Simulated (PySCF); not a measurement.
H₆O₃Si₂.

```xyz
11

O      0.5320    -1.4542    -1.0366
Si     0.0000     0.0000    -0.4505
O     -1.5254     0.2663    -1.0366
O      0.9934     1.1879    -1.0366
Si     0.0000     0.0000     1.8941
H      1.4549    -1.6847    -0.8781
H     -2.1865    -0.4176    -0.8781
H      0.7316     2.1023    -0.8781
H      1.3513    -0.3542     2.4341
H     -0.9824    -0.9931     2.4341
H     -0.3689     1.3474     2.4341
```

The structure is a stationary point at r2SCAN-D4/def2-SVP. Other conformers were not sampled.

Calculation: PBE/pcSseg-1 (PySCF). Non-relativistic, no solvent.

Computed absolute GIAO shielding of each atom: isotropic value and principal components (ppm):
| atom | σ(iso) | σ11 | σ22 | σ33 | span |
|---|---|---|---|---|---|
| O1 | 244.4 | 208.5 | 227.8 | 296.8 | 88.2 |
| Si2 | 365.8 | 354.2 | 371.6 | 371.6 | 17.4 |
| O3 | 244.4 | 208.5 | 227.8 | 296.8 | 88.2 |
| O4 | 244.4 | 208.5 | 227.8 | 296.8 | 88.2 |
| Si5 | 464.6 | 463.8 | 465.1 | 465.1 | 1.3 |
| H6 | 29.2 | 22.4 | 24.0 | 41.0 | 18.6 |
| H7 | 29.2 | 22.4 | 24.0 | 41.0 | 18.6 |
| H8 | 29.2 | 22.4 | 24.0 | 41.0 | 18.6 |
| H9 | 28.0 | 25.0 | 26.0 | 33.1 | 8.1 |
| H10 | 28.0 | 25.0 | 26.0 | 33.1 | 8.1 |
| H11 | 28.0 | 25.0 | 26.0 | 33.1 | 8.1 |
